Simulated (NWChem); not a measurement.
# ZrH2O2Cl2; SMILES [OH][Zr]([Cl])([Cl])[OH]

```xyz
7

Zr    -0.2722     0.0001     0.0000
Cl     1.0727     1.9458     0.0000
Cl     1.0742    -1.9446     0.0000
O     -1.3537    -0.0008    -1.5553
H     -1.9751    -0.0056    -2.2834
O     -1.3537    -0.0008     1.5553
H     -1.9751    -0.0056     2.2834
```
Atoms are numbered in this order, from 1.

Computed with NWChem. Medium grid unless said otherwise, to which SCAN and Minnesota functionals are sensitive. The geometry was optimised at PBE0/def2-SVP. No frequency run checked for a minimum. def2 effective core potentials on Zr; no spin-orbit coupling. B3LYP is NWChem's, with the RPA form of VWN correlation.

Order these by “highest occupied level (eV)”, lowest first: B3LYP/def2-SVP; M06-L/def2-SVP; BLYP/def2-SVP; LC-wPBE (HJS exchange hole, range parameter 0.4 per bohr)/def2-SVP; CAM-B3LYP/def2-SVP.

LC-wPBE (HJS exchange hole, range parameter 0.4 per bohr)/def2-SVP (-11.59), CAM-B3LYP/def2-SVP (-10.04), B3LYP/def2-SVP (-8.42), M06-L/def2-SVP (-7.73), BLYP/def2-SVP (-7.09)
